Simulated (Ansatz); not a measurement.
System: BBr, charge 1, multiplicity 2. SMILES: [B][Br+]

Atoms: B1, Br2. Bonds: B1-Br2.

Bond lengths (Å) and angles (degrees) optimised at HF/6-31G* with LANL2DZ past Ar with Ansatz (a program for electronic structure); PBE/6-31G* with LANL2DZ past Ar with Ansatz; B3LYP/LANL2DZ with Ansatz; B3LYP/6-31G* with LANL2DZ past Ar with Ansatz, each started from the B3LYP-D3(BJ)/def2-TZVP structure (Ansatz) of the last column. A row stands for all coordinates that are equal there. 6-31G* holds six Cartesian d functions.

```tsv
coordinate	HF/6-31G* with LANL2DZ past Ar	PBE/6-31G* with LANL2DZ past Ar	B3LYP/LANL2DZ	B3LYP/6-31G* with LANL2DZ past Ar	B3LYP-D3(BJ)/def2-TZVP
B1-Br2	1.760	1.776	1.824	1.769	1.755
```

Mean signed difference of all 1 bond lengths from B3LYP-D3(BJ)/def2-TZVP: HF/6-31G* with LANL2DZ past Ar 0.005 Å, PBE/6-31G* with LANL2DZ past Ar 0.021 Å, B3LYP/LANL2DZ 0.069 Å, B3LYP/6-31G* with LANL2DZ past Ar 0.014 Å.
